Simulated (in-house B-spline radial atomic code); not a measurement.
Ionisation energies along the 38-electron series, configuration [Kr] 4d2, as differences of self-consistent energies. Dirac energy differences include first-order Breit, QED and recoil terms. NIST's values go from ground level to ground level; the uncertainty of those that are theory runs from under 0.1 % in few-electron ions to several per cent in heavy many-electron ones. Computed with a B-spline radial code for spherical atoms: Dirac-Hartree-Fock, average of the configuration, finite nuclei.

```csv
ion,configuration after,ionisation energy (eV),IE/(q+1)² (eV),Breit and QED recoil part (eV),tabulated value (eV),tabulated kind,computed minus tabulated (eV)
Xe16+,[Kr] 4d1,401.1,1.3878,-0.059761,404,tabulated theory,-2.9
Cs17+,[Kr] 4d1,441.9,1.3639,-0.074003,445,tabulated theory,-3.1
Ba18+,[Kr] 4d1,?,?,?,?,tabulated theory,?
La19+,[Kr] 4d1,528.9,1.3222,-0.10699,533,tabulated theory,-4.1
Ce20+,[Kr] 4d1,575.0,1.3039,-0.12587,579,tabulated theory,-4.0
Pr21+,[Kr] 4d1,622.9,1.287,-0.1464,627,tabulated theory,-4.1
Nd22+,[Kr] 4d1,672.5,1.2713,-0.16864,678,tabulated theory,-5.5
Pm23+,[Kr] 4d1,723.9,1.2568,-0.19265,730,tabulated theory,-6.1
Sm24+,[Kr] 4d1,777.1,1.2433,-0.21847,782,tabulated theory,-4.9
Eu25+,[Kr] 4d1,832.0,1.2307,-0.24619,838,tabulated theory,-6.0
Gd26+,[Kr] 4d1,?,?,?,?,tabulated theory,?
Tb27+,[Kr] 4d1,947.0,1.2079,-0.30752,954,tabulated theory,-7.0
Dy28+,[Kr] 4d1,1007.2,1.1976,-0.34125,1014,tabulated theory,-6.8
Ho29+,[Kr] 4d1,1069.1,1.1878,-0.37711,1077,tabulated theory,-7.9
Er30+,[Kr] 4d1,1132.7,1.1787,-0.41516,1142,tabulated theory,-9.3
Tm31+,[Kr] 4d1,?,?,?,?,tabulated theory,?
Yb32+,[Kr] 4d1,1265.3,1.1619,-0.498,1275,tabulated theory,-9.7
Lu33+,[Kr] 4d1,1334.2,1.1541,-0.54296,1345,tabulated theory,-10.8
```

(1) Fill in the row of Ba18+.

(2) Fill in the row of Gd26+.

(3) Fill in the row of Tm31+.

Where a p, d or f electron is removed, the computed value is a mean over both j, so it misses the tabulated one by a part of the spin-orbit splitting; averaging over terms and missing correlation add to the gap, relatively most at low charge.

Answers

(1) ionisation energy (eV): 484.5; IE/(q+1)² (eV): 1.3422; Breit and QED recoil part (eV): -0.089721; tabulated value (eV): 488; computed minus tabulated (eV): -3.5.

(2) ionisation energy (eV): 888.6; IE/(q+1)² (eV): 1.219; Breit and QED recoil part (eV): -0.27585; tabulated value (eV): 895; computed minus tabulated (eV): -6.4.

(3) ionisation energy (eV): 1198.1; IE/(q+1)² (eV): 1.17; Breit and QED recoil part (eV): -0.45543; tabulated value (eV): 1207; computed minus tabulated (eV): -8.9.
